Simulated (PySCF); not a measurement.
Ga(Br)(OH)(NH2) (BrGaH3NO), SMILES [Ga]([NH2])([OH])[Br].

Geometry: B3LYP-D3(BJ)/def2-SVP. The structure was generated by enumeration; whether it is a known compound was not checked. The values are those of a single conformer.

Level of theory: TDA-PBE/def2-SVPD in PySCF.

Vertical excitations. Isolated molecule, no solvent.

```
state  energy (eV)  λ (nm)      f                                                                 main pairs
-----  -----------  ------  -----  -------------------------------------------------------------------------
S1            4.55     272  0.007                                                             HOMO→LUMO 99 %
S2            5.33     233  0.032                                                           HOMO−1→LUMO 95 %
S3            5.34     232  0.004                                                           HOMO−2→LUMO 98 %
S4            6.07     204  0.055                                                           HOMO−3→LUMO 90 %
S5            6.20     200  0.063  HOMO→LUMO+1 58 %, HOMO−2→LUMO+1 10 %, HOMO−1→LUMO+1 10 %, HOMO−4→LUMO 9 %
S6            6.27     198  0.006                                                         HOMO−1→LUMO+1 88 %
S7            6.36     195  0.086                     HOMO−4→LUMO 46 %, HOMO−2→LUMO+1 24 %, HOMO→LUMO+1 17 %
S8            6.41     193  0.011                                                           HOMO→LUMO+2 92 %
S9            6.53     190  0.044                                                           HOMO→LUMO+3 93 %
S10           6.87     181  0.119                   HOMO−2→LUMO+1 42 %, HOMO−1→LUMO+3 21 %, HOMO−4→LUMO 20 %
T1            4.23     293      0                                                             HOMO→LUMO 99 %
T2            5.00     248      0                                                           HOMO−1→LUMO 99 %
T3            5.07     244      0                                                           HOMO−2→LUMO 99 %
T4            5.14     241      0                                                           HOMO→LUMO+1 99 %
```
Triplets are in the Tamm–Dancoff approximation.
